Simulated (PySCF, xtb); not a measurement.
SbBr2, SMILES [Br][Sb][Br], multiplicity 2.

Harmonic wavenumbers (cm⁻¹) from GFN2-xTB (xtb) at its own minimum, in rising order: 71, 214, 227.

**Question.** What does PySCF with r2SCAN-D4/def2-SVP give at its own minimum? (An estimate is asked for; the answer gives what the named calculation found.)

**Answer.** 80, 250, 255. Paired by order, the mean absolute difference is 24 cm⁻¹ and the zero-point energies are 0.7 and 0.8 kcal/mol.
